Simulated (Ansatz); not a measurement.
Reactions of C3H5BS (`BC1=C(S)C1`).

Gas-phase electronic energies from Ansatz, PBE0-D4/def2-TZVP geometries. CBS: MP2 limit from def2 TZ/QZ plus the TZ coupled-cluster correction, frozen cores. This one scheme is used for every species. DFT in def2-TZVPP. Elements past krypton have def2 core potentials. For Br, Ge, Te outer-core shells are correlated without core-valence functions, which leaves a few kJ/mol of doubt a bond. Scalar relativity is left out up to krypton. Each species was taken in one conformer, which may not be the lowest.

```csv
reaction,HF/CBS(def2) (eV),CCSD/CBS(def2) (eV),B2PLYP (eV),CCSD(T)/CBS(def2) (eV)
`BC1=C(S)C1` + `[F][GeH3]` → `[BH2][GeH2][F]` + `SC1=CC1`,0.72,0.64,0.81,0.68
`BC1=C(S)C1` + `O[SiH2]S` → `BO[SiH2]S` + `SC1=CC1`,-0.91,-0.83,-0.75,-0.79
`BC1=C(S)C1` + H₂Te → `B[TeH]` + `SC1=CC1`,-0.10,-0.25,-0.14,-0.26
`BC1=C(S)C1` + `N=C(O)[SiH3]` → `B[SiH2]C(=N)O` + `SC1=CC1`,0.99,0.94,1.09,0.98
`BC1=C(S)C1` + `BBr` → `BBBr` + `SC1=CC1`,0.66,0.62,0.74,0.65
`BC1=C(S)C1` + `BS` → `BSB` + `SC1=CC1`,-0.12,-0.13,-0.02,-0.11
```

Largest T1 diagnostic: 0.015, for `B[TeH]`.
